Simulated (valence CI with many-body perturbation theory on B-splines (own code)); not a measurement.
**Sb²⁺: electric-dipole lines**

Method: configuration interaction combined with many-body perturbation theory (CI+MBPT): three valence electrons over a frozen Dirac-Fock core [Kr] 4d10, a basis of 11 s, 11 p, 10 d, 8 f, 5 g, 2 h functions for each j, with the one-electron correlation potential Σ1, the two-electron term Σ2, the three-electron term Σ3, Breit, model QED; selected CI, second order for the rest, scaled by the run's own slope (own B-spline code, finite nucleus).

Against 16 measured levels this calculation errs by 231 cm⁻¹ on average and by 795 at most. These come from a selection out of Moore, Atomic Energy Levels, vol. III, NSRDS-NBS 35 (1971 reprint of NBS Circular 467, 1958), an old analysis. Levels without a partner in it may be off by more. 1 measured level below the end of the list, from 163388 cm⁻¹ on, found no clear computed partner, and computed levels of the same name lie up to 1286 cm⁻¹ from them.

Lines 351 to 400 of 570 in falling wavelength, among levels below 184044 cm⁻¹, chosen from the strongest by gf and those to the six lowest levels. Wavelengths and rates use the calculated energies, so an error of 200 cm⁻¹ moves a line at 1434 Å by 0.29 % and its rate by three times that or more. Electric multipoles are in the length gauge, E1 and E2 with the static RPA response of the core. Weak lines are less certain than strong ones. Lines between different terms over intervals too small for the method are left out, as are lines whose strength nearly cancels. Where a level lies close to another of its J and parity, the split of strength between their lines is uncertain. The highest levels of a list are the least certain.

Names give the largest LS component (configuration and term), which can be under half, so a name can repeat, a term be missing and a line seem to break the LS rules; names also repeat where a configuration has a term twice. Letters in brackets count levels of one name in rising energy.

```tsv
λ vac (Å)	λ from measured levels	Upper	Lower	A (s⁻¹)	S (a.u.)
1469		5s²8p ²P°_3/2	5s5p² ²P_3/2	2.37e+07	1.48e-01
1467		5s5p6s ²P°_1/2	5s5p² ²S_1/2	4.42e+07	1.38e-01
1467		5s5p6s ²P°_3/2	5s5p² ²P_1/2	1.41e+08	8.78e-01
1466		5s5p5d ²F°_5/2	5s²5d ²D_3/2	4.12e+07	3.84e-01
1454		5s5p6p ⁴P_3/2	5s²6p ²P°_1/2	1.27e+07	7.71e-02
1451		5s5p5d ²D°_3/2	5s5p² ²P_3/2	1.02e+08	6.14e-01
1448		5p³ ²D°_3/2	5s5p² ²D_3/2	2.31e+07	1.38e-01
1446		5s5p6s ²P°_3/2	5s²5d ²D_3/2	1.55e+07	9.27e-02
1446		5s²10s ²S_1/2	5s²6p ²P°_1/2	1.95e+07	5.81e-02
1439		5s5p5d ²P°_3/2 [a]	5s²6s ²S_1/2	9.31e+06	5.48e-02
1438		5s5p5d ²D°_5/2 [a]	5s5p² ²D_5/2	5.38e+07	4.73e-01
1438		5s5p5d ²D°_5/2 [b]	5s5p² ²P_3/2	1.55e+08	1.36e+00
1436		5s²8p ²P°_3/2	5s²5d ²D_5/2	4.50e+07	2.63e-01
1434	1430	5s5p² ²D_3/2	5s²5p ²P°_3/2	2.36e+06	1.38e-02
1424		5s²8p ²P°_3/2	5s5p² ²P_1/2	3.59e+07	2.05e-01
1408	1404	5s5p² ²D_5/2	5s²5p ²P°_3/2	3.38e+07	2.79e-01
1406		5s5p5d ²D°_3/2	5s5p² ²P_1/2	2.77e+07	1.52e-01
1405		5s5p5d ²D°_5/2 [b]	5s²5d ²D_5/2	1.15e+07	9.42e-02
1401		5s²6f ²F°_5/2	5s5p² ²P_3/2	2.27e+07	1.85e-01
1397		5p³ ²P°_1/2	5s²6s ²S_1/2	2.35e+07	6.32e-02
1388		5s5p5d ²F°_7/2	5s²5d ²D_5/2	1.51e+08	1.60e+00
1386		5p³ ²P°_1/2	5s5p² ²S_1/2	2.18e+08	5.71e-01
1381	1392	4f5s² ²F°_7/2	5s5p² ⁴P_5/2	2.87e+07	2.98e-01
1380	1391	4f5s² ²F°_5/2	5s5p² ⁴P_5/2	1.96e+06	1.52e-02
1375		5s5p5d ²D°_5/2 [b]	5s²5d ²D_3/2	2.30e+07	1.77e-01
1370		5s²6f ²F°_5/2	5s²5d ²D_5/2	7.12e+06	5.42e-02
1366		5s²6f ²F°_7/2	5s²5d ²D_5/2	3.98e+07	4.01e-01
1352		5p³ ⁴S°_3/2	5s5p² ²D_5/2	1.06e+07	5.19e-02
1345		5s²7p ²P°_3/2	5s5p² ²D_5/2	7.15e+07	3.44e-01
1341		5s²6f ²F°_5/2	5s²5d ²D_3/2	8.22e+07	5.88e-01
1337		5s²7p ²P°_1/2	5s5p² ²D_3/2	8.94e+07	2.11e-01
1330		5s5p6s ²P°_3/2	5s5p² ²S_1/2	2.37e+07	1.10e-01
1329		5p³ ⁴S°_3/2	5s5p² ²D_3/2	1.58e+07	7.34e-02
1323		5s5p5d ⁴F°_5/2	5s5p² ²D_5/2	1.35e+07	9.27e-02
1323		5s²7p ²P°_3/2	5s5p² ²D_3/2	4.25e+04	1.94e-04
1320		5s5p5d ⁴F°_3/2	5s5p² ²D_3/2	2.07e+07	9.39e-02
1318		4f5s² ²F°_5/2	5s5p² ⁴P_3/2	2.94e+06	1.99e-02
1311	1307	5s5p² ²D_3/2	5s²5p ²P°_1/2	1.02e+08	4.54e-01
1305		5s²8p ²P°_3/2	5s²6s ²S_1/2	1.11e+07	4.86e-02
1302		5s5p5d ⁴F°_5/2	5s5p² ²D_3/2	1.33e+06	8.65e-03
1295		5s²8p ²P°_3/2	5s5p² ²S_1/2	2.99e+07	1.28e-01
1290		5s5p5d ²D°_3/2	5s²6s ²S_1/2	8.10e+07	3.43e-01
1280		5s5p5d ²D°_3/2	5s5p² ²S_1/2	3.56e+08	1.47e+00
1255		5s²7f ²F°_5/2	5s5p² ²P_3/2	4.90e+07	2.87e-01
1246		5s5p6s ⁴P°_1/2	5s5p² ²D_3/2	1.23e+07	2.34e-02
1241		5s5p5d ²P°_3/2 [b]	5s5p² ²P_3/2	5.27e+07	1.99e-01
1237		5s5p5d ²P°_1/2	5s5p² ²P_3/2	2.99e+07	5.58e-02
1231		5s²7f ²F°_7/2	5s²5d ²D_5/2	2.19e+08	1.61e+00
1231		5s²7f ²F°_5/2	5s²5d ²D_5/2	1.27e+07	6.99e-02
1230		5p³ ²D°_3/2	5s5p² ⁴P_5/2	4.31e+07	1.58e-01
```
